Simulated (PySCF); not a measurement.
Static response to an electric field

C₅H₆N₂O.
Atom-mapped SMILES: `[CH2:1]=[CH:2][c:3]1[n:4][n:5][c:6]([CH3:7])[o:8]1` (hydrogens: H9, H10 on C1; H11 on C2; H12, H13, H14 on C7)

Cartesian coordinates in Å at the GFN2-xTB level; atoms count from 1:
```xyz
14
C5H6N2O angstrom
C     -2.709   -0.700    0.063
C     -2.127    0.494    0.070
C     -0.700    0.678    0.032
N     -0.068    1.813    0.038
N      1.247    1.538   -0.006
C      1.371    0.250   -0.036
C      2.622   -0.531   -0.088
O      0.168   -0.367   -0.015
H     -3.780   -0.801    0.092
H     -2.132   -1.609    0.028
H     -2.686    1.416    0.104
H      2.640   -1.148   -0.985
H      3.462    0.155   -0.097
H      2.689   -1.188    0.778
```

Level: CAM-B3LYP/def2-SVPD (PySCF), static field, nuclei fixed, core orbitals frozen in the response. The polarisability tensor in these axes (au):

```
x   106.99   8.41  -1.53
y     8.41  77.50   0.36
z    -1.53   0.36  48.27
```

Question: What are the eigenvalues, a third of the trace, and Δα (Δα² = ½Σ(αi − αj)² over the three pairs)?

Answer: Principal values 48.22, 75.30 and 109.25 au; mean 77.59 au = 11.50 Å³ = 12.79 × 10⁻⁴⁰ C²·m²/J; Δα = 52.96 au (68 % of the mean).

Question: What is the dipole moment, and where does it point?

Answer: (-0.43, -3.63, -0.06) D, 3.66 D in size, pointing from the negative to the positive side. Measured along this direction, the outermost atoms are N4 and N5 at the negative end and H10 at the positive end.

Question: What depolarisation ratio follows for Rayleigh scattering of linearly polarised light, taking the static tensor?

Answer: ρ = 3Δα²/(45ᾱ² + 4Δα²) = 8415.1/(270887 + 11220.1) = 0.0298.

Question: Find the Langevin capture rate constant for O2+ (31.990 u) meeting this molecule (110.048 u), k = 2.342 × 10⁻⁹ cm³/s × √(α in Å³ / reduced mass in u).

Answer: The reduced mass is 24.79 u, so k = 1.60 × 10⁻⁹ cm³/s. The formula leaves out the permanent dipole, which adds to the capture rate.

Question: What molar refraction does this α imply?

Answer: Lorentz–Lorenz: R = (4π/3)N_A α = 2.5225 cm³/(mol·Å³) × 11.50 Å³ = 29.0 cm³/mol, in the limit of long wavelengths.

Isolated species at its GFN2-xTB geometry (one conformer only).

The run behind these numbers computed excited states as well. The run took 50 s of wall time on Arm Neoverse V1, one thread, no GPU, shared host.
